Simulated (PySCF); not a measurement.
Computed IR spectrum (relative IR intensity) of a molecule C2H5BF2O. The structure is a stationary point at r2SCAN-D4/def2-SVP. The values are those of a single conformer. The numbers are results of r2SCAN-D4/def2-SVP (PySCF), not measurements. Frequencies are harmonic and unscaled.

```json
[
 {"ν (cm⁻¹)": "326", "relative intensity": "54"},
 {"ν (cm⁻¹)": "385", "relative intensity": "33"},
 {"ν (cm⁻¹)": "456", "relative intensity": "12"},
 {"ν (cm⁻¹)": "498", "relative intensity": "15"},
 {"ν (cm⁻¹)": "658", "relative intensity": "15"},
 {"ν (cm⁻¹)": "751", "relative intensity": "7.5"},
 {"ν (cm⁻¹)": "912", "relative intensity": "6.2"},
 {"ν (cm⁻¹)": "1001", "relative intensity": "5.1"},
 {"ν (cm⁻¹)": "1079", "relative intensity": "2.4"},
 {"ν (cm⁻¹)": "1130", "relative intensity": "97"},
 {"ν (cm⁻¹)": "1195", "relative intensity": "31"},
 {"ν (cm⁻¹)": "1276", "relative intensity": "81"},
 {"ν (cm⁻¹)": "1325", "relative intensity": "39"},
 {"ν (cm⁻¹)": "1372", "relative intensity": "11"},
 {"ν (cm⁻¹)": "1420", "relative intensity": "100"},
 {"ν (cm⁻¹)": "1445", "relative intensity": "91"},
 {"ν (cm⁻¹)": "1468", "relative intensity": "12"},
 {"ν (cm⁻¹)": "1501", "relative intensity": "61"},
 {"ν (cm⁻¹)": "2911", "relative intensity": "38"},
 {"ν (cm⁻¹)": "3023", "relative intensity": "14"},
 {"ν (cm⁻¹)": "3115", "relative intensity": "13"},
 {"ν (cm⁻¹)": "3141", "relative intensity": "8.5"},
 {"ν (cm⁻¹)": "3810", "relative intensity": "14"}
]
```

### Question
Which molecule gave these data?
A. OCCB(F)F
B. C[C@@H](F)B(O)F
C. C[C@H](O)B(F)F
D. COB(F)CF

### Answer
C, C[C@H](O)B(F)F
